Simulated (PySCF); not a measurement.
Cartesian coordinates in Å; atom numbers follow the order of the lines, from 1:
```xyz
19

C     1.314   -0.381   -0.714
C     0.890    1.105   -0.572
C    -0.332    1.031    0.356
C    -1.499    0.409   -0.426
C    -1.075   -1.077   -0.569
C     0.282   -1.124    0.149
C     0.060   -0.122    1.290
H     1.305   -0.733   -1.758
H     2.333   -0.544   -0.330
H     1.691    1.706   -0.116
H     0.645    1.575   -1.537
H    -0.581    1.987    0.840
H    -1.653    0.907   -1.396
H    -2.441    0.503    0.136
H    -0.995   -1.402   -1.618
H    -1.799   -1.747   -0.080
H     0.595   -2.136    0.444
H     0.970    0.082    1.876
H    -0.747   -0.418    1.979
```

[PySCF 2.14: B97-2/pcSseg-1 with gauge-including orbitals; PBE0-D3(BJ)/def2-SVP geometry; one computed conformer; averaged over atoms made equivalent by symmetry, fast rotation or ring inversion; no relativistic terms; in vacuum]

References, each an isolated molecule treated in the same way: TMS for 13C and 1H.

```json
{"atoms": "H12/H17", "nucleus": "1H", "count": "2", "δ (ppm)": "1.93"}
{"atoms": "C3/C6", "nucleus": "13C", "count": "2", "δ (ppm)": "?"}
{"atoms": "H9/H10/H14/H16", "nucleus": "1H", "count": "4", "δ (ppm)": "1.46"}
{"atoms": "H8/H11/H13/H15", "nucleus": "1H", "count": "4", "δ (ppm)": "1.07"}
{"atoms": "C1/C2/C4/C5", "nucleus": "13C", "count": "4", "δ (ppm)": "?"}
{"atoms": "H18/H19", "nucleus": "1H", "count": "2", "δ (ppm)": "1.04"}
{"atoms": "C7", "nucleus": "13C", "count": "1", "δ (ppm)": "39.5"}
```

Q: Complete the table.

A: 
- C3/C6: 38.6 ppm, sp3 CH in a ring; a saturated carbon with 3 carbon neighbours and no heteroatom attached
- C1/C2/C4/C5: 32.1 ppm, sp3 CH2 in a ring; aliphatic region, no heteroatom directly attached

Shifts are as computed. Against solution values, carbons near 30 ppm lie about +1 ppm off and those near 130 ppm about +2 ppm. Of 1211 compounds with measured shifts, 218 miss one by over three times the rms of a fit or turn the order of signals round; such compounds aren't used in these exercises.
